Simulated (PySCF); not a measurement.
GaBr3, SMILES [Br][Ga]([Br])[Br]. Atoms are numbered in the order given.

```xyz
4

Ga     0.0000     0.0000     0.0000
Br     2.2823     0.0000     0.0000
Br    -1.1412    -1.9765     0.0000
Br    -1.1412     1.9765     0.0000
```

Coordinates come from a B3LYP-D3(BJ)/def2-SVP optimisation. The isomer is the one that the SMILES or the coordinates give; other isomers of the formula were not compared.

Computed with PySCF with PBE/def2-TZVP.

Isolated molecule, no solvent.

```yaml
total_energy: -9646.04584 hartree
point_group: D3h
highest_occupied_level: -7.41 eV
lowest_empty_level: -3.27 eV
orbital_gap: 4.14 eV
dipole_moment: 0.00 D
quadrupole, principal values (traceless, Buckingham form, about the centre of nuclear charge): -1.57, -1.57, 3.14 D·Å
mean_static_polarisability: 90.9 bohr³ (13.47 Å³)
polarisability_principal_values: 60.4, 106.1, 106.1 bohr³
```
